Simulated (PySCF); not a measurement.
Radial density of Co²⁺ (cobalt, charge +2)

M06-2X, [Ar] 3d7, high-spin 4F determinant. Calculation: PySCF 2.14, in aug-cc-pVDZ (7s6p4d2f, 59 functions); no relativity, point nucleus.

```tsv
r (bohr)	4πr²ρ (e/bohr)	4πr²(ρα − ρβ)
0.000997	0.1581	0.0000
0.00168	0.4310	0.0000
0.00282	1.147	0.0000
0.00474	2.924	0.0000
0.00798	6.949	-0.0001
0.0134	14.68	-0.0002
0.0226	25.48	-0.0002
0.0380	32.38	0.0003
0.0639	27.98	0.0042
0.107	27.22	0.0340
0.181	36.52	0.2402
0.304	21.36	1.1458
0.511	16.10	2.7585
0.860	15.61	2.6819
1.45	3.880	0.9605
2.43	0.3607	0.1052
4.09	0.005866	-0.0004
6.88	1.669e-05	0.0000
```
